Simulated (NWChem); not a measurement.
# CHO₂, doublet; SMILES [O]C=O

```xyz
4

O     -1.1431     0.0000    -0.1253
C      0.0057     0.0000     0.2148
O      1.1739     0.0000    -0.2042
H      0.2076     0.0000     1.3716
```
Atoms are numbered in this order, from 1.

Program: NWChem. Spin-unrestricted. Coordinates come from a PBE0/def2-SVP, spin-unrestricted optimisation. No stability test was run on the SCF state. Fermi-contact couplings, non-relativistic, static geometry.

Question: What does the run give for CAM-B3LYP/IGLO-III? Quantities: A(iso) 17O atom 1 (MHz); A(iso) 13C atom 2 (MHz); A(iso) 17O atom 3 (MHz); A(iso) 1H atom 4 (MHz); <S²>.

Answer: 
```
Property                 Value
-----------------------  -----
A(iso) 17O atom 1 (MHz)  -10.0
A(iso) 13C atom 2 (MHz)  -87.6
A(iso) 17O atom 3 (MHz)  -33.1
A(iso) 1H atom 4 (MHz)     608
<S²>                     0.757
```
